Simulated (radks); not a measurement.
Q: The mean radii <r> (bohr) of the occupied orbitals of an atom or ion are listed with their occupations. Method: Dirac Kohn-Sham, BLYP, spin-unpolarised, spherical densities, point nucleus; computed with a radial shooting solver on a logarithmic mesh with Libxc functionals.

orbital      occ.      <r>
1s1/2           2  0.02842
2s1/2           2   0.1222
2p1/2           2   0.1032
2p3/2           4   0.1087
3s1/2           2   0.3303
3p1/2           2   0.3209
3p3/2           4   0.3322
3d3/2           4   0.3034
3d5/2           6   0.3069
4s1/2           2   0.7904
4p1/2           2   0.8320
4p3/2           4   0.8612
4d3/2           4    1.018
4d5/2           6    1.031
5s1/2           2    2.090
5p1/2    0.333333    2.447
5p3/2    0.666667    2.531

Name the element and its charge. Open shells, if any, are shared by 2j + 1.

A: Z = 51, antimony, charge +2: Sb2+ in [Kr] 4d10 5s2 5p1. The 1s radius gives Z: for a bare nucleus <r> = (2 gamma + 1)/(2Z) with gamma = sqrt(1 - (Z/c)^2), 0.028 bohr for Z = 51, and screening makes it slightly larger (0.02842 here). The occupations add up to 49, and the charge is Z minus that.
